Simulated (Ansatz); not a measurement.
Problem. Predict a relaxed structure of 1-butyl-3-methylimidazolium dicyanamide, `CCCCn1cc[n+](C)c1.N#C[N-]C#N`, charge 0, singlet, at r2SCAN-D4/def2-SVP (Ansatz).

Solution. 
```tsv
atom	x (Å)	y (Å)	z (Å)
C1	1.757	-2.375	-3.113
C2	0.906	-1.263	-2.511
C3	1.714	-0.302	-1.643
C4	0.906	0.844	-1.048
N5	-0.165	0.378	-0.159
C6	-1.520	0.369	-0.418
C7	-2.148	-0.055	0.721
N8	-1.158	-0.315	1.647
C9	-1.397	-0.706	3.031
C10	0.031	-0.032	1.101
H11	2.557	-1.964	-3.750
H12	1.153	-3.055	-3.733
H13	2.238	-2.979	-2.326
H14	0.410	-0.691	-3.318
H15	0.091	-1.707	-1.909
H16	2.214	-0.857	-0.827
H17	2.527	0.150	-2.238
H18	1.521	1.526	-0.436
H19	0.415	1.436	-1.836
H20	-1.922	0.692	-1.375
H21	-3.201	-0.134	0.976
H22	-0.445	-0.683	3.573
H23	-1.820	-1.720	3.063
H24	-2.093	0.032	3.464
H25	0.990	-0.042	1.612
N26	-2.803	2.087	2.853
C27	-1.810	2.682	2.614
N28	-0.751	3.393	2.349
C29	0.378	2.862	1.992
N30	1.425	2.431	1.645
```
 This is one stationary point.
